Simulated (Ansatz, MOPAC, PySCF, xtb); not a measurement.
Torsion H3–S1–Ga2–H4 in GaH3S (SMILES [SH][GaH2]); at each angle all else is relaxed with GFN2-xTB, and the levels are single points there.
Geometry at 0° (charge 0, multiplicity 1):
```json
[
 {"atom": "S", "x (Å)": "1.5010", "y (Å)": "-0.6110", "z (Å)": "0.4720"},
 {"atom": "Ga", "x (Å)": "-0.6344", "y (Å)": "-0.1836", "z (Å)": "0.1178"},
 {"atom": "H", "x (Å)": "1.8743", "y (Å)": "0.3141", "z (Å)": "-0.4123"},
 {"atom": "H", "x (Å)": "-1.0574", "y (Å)": "0.9196", "z (Å)": "-0.9160"},
 {"atom": "H", "x (Å)": "-1.7859", "y (Å)": "-0.9388", "z (Å)": "0.8582"}
]
```

```
level                                energy at 90° less that at 0° (meV)  minus CCSD(T)/CBS(def2-TZVPP, def2-QZVPP)   cost
-----------------------------------  -----------------------------------  -----------------------------------------  -----
PM6                                                                296.4                                      -34.7      -
GFN1-xTB                                                           115.0                                     -216.0      -
HF/3-21G                                                           311.3                                      -19.7      -
HF/6-31G*                                                          334.5                                        3.5      -
SVWN5/def2-TZVPP                                                   414.1                                       83.0   ×0.7
PBE/def2-TZVPP                                                     387.0                                       56.0     ×1
PBE-D4/def2-TZVPP                                                  387.5                                       56.5     ×1
B3LYP/3-21G                                                        395.5                                       64.4      -
MP2/def2-QZVPP                                                     334.1                                        3.1      -
MP2/CBS(def2-TZVPP, def2-QZVPP)                                    331.5                                        0.5      -
SCS-MP2/def2-SVP                                                   358.9                                       27.9      -
SCS-MP2/def2-TZVPP                                                 338.8                                        7.8      -
CCSD/def2-QZVPP                                                    327.0                                       -4.0      -
CCSD(T)/CBS(def2-TZVPP, def2-QZVPP)                                331.0                                        0.0  ×300*
```

 The comparison column counts from a level with limits of its own.

The rows run from 115.0 (GFN1-xTB) to 414.1 meV (SVWN5/def2-TZVPP). The dispersion term adds 0.5 in PBE-D4.

On the grid 0° to 330°, 90° is the highest and 0° the lowest point at CCSD(T)/CBS(def2-TZVPP, def2-QZVPP).

Frozen-core correlation. Filled d and f shells under p-block atoms count as core. CBS(a, b) extrapolates the correlation energy as X⁻³ and adds the Hartree–Fock energy of set b. Rows in 3-21G, 6-31G* carry no dispersion term and start afresh at each structure (6-31G* with six Cartesian d functions); the Pople sets are all-electron and without relativity. The state that PM6 reach isn't checked.

Codes used: Ansatz (a quantum-chemistry and plane-wave program) with Gaussian orbitals; MOPAC for PM6 (differences of heats of formation); PySCF for 3-21G rows, 6-31G* rows, the dispersion terms; xtb for the GFN methods. Values without a source in brackets are computed.

Costs are rough ratios of core time to PBE/def2-TZVPP (about 1.8 s over the structures, on one shared machine); a dash marks a level with no comparable run of its own. A star marks coupled-cluster runs past 200 virtual orbitals, where the program's memory plan changes under this machine's limit, so their costs aren't comparable with smaller runs.
